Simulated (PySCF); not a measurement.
# Bond length, frequency and bond energy of RbLi by level of theory

State: ¹Σ⁺ (singlet), closed shell. Set-up: Rb def2-TZVP with ECP28, Li def2-TZVP; scalar-relativistic core potentials (PySCF 2.14). De refers to Rb + Li in their ground configurations, without counterpoise correction. A positive dipole means Rb(−)Li(+).

```csv
Level,Re (Å),ωe (cm⁻¹),De (eV),μ (D)
RHF-MP2,3.560,184,0.366,n/a
RHF-SCS-MP2,3.582,181,0.447,n/a
RHF-CCSD,3.576,179,0.58,n/a
RHF-CCSD(T),3.580,176,0.61,n/a
PBE,3.545,182,0.66,-3.20
BLYP,3.547,176,0.62,-2.58
r²SCAN,3.598,183,0.52,-4.06
PBE0,3.550,188,0.61,-3.89
B97-3,3.546,187,0.76,-2.95
BHandHLYP,3.535,189,0.57,-3.69
ωB97X,3.531,198,0.75,-4.25
```

Task: Which functional lies closest to RHF-CCSD(T) in De, which farthest, and by how much do they differ from it?

Result: Closest is PBE0 (-3.0 pm in Re, +6.8 % in ωe, +0.00 eV in De against RHF-CCSD(T) in the same basis), farthest B97-3 (-3.4 pm in Re, +6.2 % in ωe, +0.15 eV in De). CCSD(T) converges more slowly with the basis than the functionals do and binds too weakly in this one, so the order can change at the basis-set limit.

Task: What does a quarter of exact exchange do here, going from PBE to PBE0?

Result: PBE0 less PBE: +0.5 pm in Re, +3.3 % in ωe, -0.05 eV in De. Exact exchange removes part of the self-interaction that spreads semilocal densities, and in most molecules shortens and stiffens the bond and lowers De; here Re goes the other way.

Task: What does the step from GGA to meta-GGA do here, going from PBE to r²SCAN?

Result: r²SCAN less PBE: +5.3 pm in Re, +0.5 % in ωe, -0.14 eV in De. 

Correlated steps freeze no core orbitals. Closed-shell solutions of metal pairs were not tested for spin polarisation, which can lower them a little. Where the molecule has an RHF reference, its open-shell atoms are computed with UHF.
